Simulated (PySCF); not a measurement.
BiCl₂, SMILES [Cl][Bi][Cl], multiplicity 2. The structure is a stationary point at PBE-D3(BJ)/def2-TZVP. The multiplicity is an assumed one; other spin states were not compared. The isomer is the one that the SMILES or the coordinates give; other isomers of the formula were not compared. The def2 effective core potentials stand for the cores of Bi; spin–orbit coupling is left out.

Level of theory: PBE-D3(BJ)/def2-TZVP (PySCF).

Harmonic wavenumbers (cm⁻¹): 99, 313, 330. Rotational constants (GHz): 3.829, 2.018, 1.322; symmetry number 2.

**Question.** Work out the zero-point energy and the ideal-gas rigid-rotor harmonic-oscillator thermochemistry at 298.15 K and 1 atm.

**Answer.** ZPE = ½ Σ hcν = ½ × 742 cm⁻¹ = 4.44 kJ/mol. H − E(el) = 18.36 kJ/mol. Entropy in J/(mol K): translation 179.02, rotation 110.74, vibration 25.47, spin 5.76, total 320.99. G − E(el) = -77.35 kJ/mol. Cp = 55.08 J/(mol K). Modes under 150 cm⁻¹ make the vibrational entropy uncertain.
